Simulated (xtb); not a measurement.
NbOF3, SMILES [O]=[Nb]([F])([F])[F], multiplicity 1. All values are semi-empirical tight-binding results from xtb (GFN2-xTB unless named), good for trends rather than for accurate numbers. Coordinates come from a GFN2-xTB optimisation. The spin state was assumed, not searched.

For metal compounds this method's bond lengths and energies can be far off.

- point group as xtb finds it = C3v
- orbital gap = 4.33 eV
- zero-point energy = 4.5 kcal/mol
- G − E(el) at 298.15 K (modified RRHO) = -14.5 kcal/mol
